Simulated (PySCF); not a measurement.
## Mass spectrum arithmetic for `CC1=CP1CCC(F)(F)F`

Species: `P1(C=C1C)CCC(F)(F)F`.

Calculated for natural abundance.

(1) Find the molar and monoisotopic masses of C6H8F3P.

(2) What cluster does the molecular ion M+• show when like nominal masses merge?

(3) What resolving power m/Δm just matches the spacing of the species with one 13C and with one 2H?

(4) Give the mass fraction of each element.

(5) What share of all molecules is the monoisotopic species?

(6) Count the protons, neutrons and electrons of the monoisotopic species, and give its exact less its nominal mass.

(7) Which singly substituted isotopologues are there?

Results:

(1) For C6H8F3P, with standard atomic weights, 6 × 12.011 + 1 × 30.974 + 3 × 18.998 + 8 × 1.008 = 168.098 g/mol. From the most abundant isotopes (12C, 31P, 19F, 1H), 6 × 12.000000 + 1 × 30.973762 + 3 × 18.998403 + 8 × 1.007825 = 168.0316 u.

(2) 
```
nominal mass  m/z (centroid)  relative intensity
         168        168.0310               100.0
         169        169.0344                 6.6
         170        170.0378                 0.2
```

Lines under 0.1 % of the tallest are left out. One electron mass, 0.00055 u, is taken off.

(3) They lie 0.00292 u apart at mass 169.03, so m/Δm is about 58000.

(4) C 42.87 %, P 18.43 %, F 33.91 %, H 4.80 %.

(5) 0.9893^6 × 1 × 1^3 × 0.999885^8 = 93.66 %.

(6) 86 protons, 82 neutrons and 86 electrons; 168.0316 − 168 = +0.0316 u.

(7) Intensity in % of the monoisotopic species:

```csv
isotope,mass shift (u),m/z,intensity (%)
13C,+1.00335,169.0344,6.49
2H,+1.00628,169.0373,0.09
```

Species under 0.02 % are left out.
